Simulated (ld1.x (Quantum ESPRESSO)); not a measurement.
## Pseudopotential generation for hydrogen: ultrasoft, PBEsol, scalar-relativistic.

ld1.x (Quantum ESPRESSO) 7.5 input, shortened:

```
&input
   title='H', zed=1., rel=1, dft='PBESOL', iswitch=3,
   config='1s1 2p-2'
 /
 &inputp
   pseudotype=3, tm=.true., lloc=-2, rcloc=1.35,
   nlcc=.false.,
   which_augfun='PSQ', rmatch_augfun_nc=.true.
 /
4
1S  1  0   1.00   0.00  1.50  1.65  0.0
1S  1  0   0.00   4.00  1.50  1.65  0.0
2P  2  1  -2.00   0.10  1.05  1.30  0.0
2P  2  1  -2.00   2.80  1.05  1.30  0.0
 &test
   configts(1)='1s1'
 /
```

Calculated quality:

```
Cutoffs needed                            : 8 Ry and 15 Ry (the cutoffs (Ry, on a coarse ladder) from which the occupation-weighted sum of valence levels, in a spherical-Bessel basis at the reference potential, stays within 10 and 1 mRy of its value at 400 Ry)
Ghost test                                : no extra level below or beside the all-electron valence levels (s, p, d, f tested) (spherical-Bessel basis up to 400 Ry, 20 bohr box)
Lowest eigenvalue of the overlap operator : 0.50 (s channel)
Density cutoff estimated by the generator : 238 Ry
```

Generation and tests took about 0.36 s on one core of a shared server CPU.
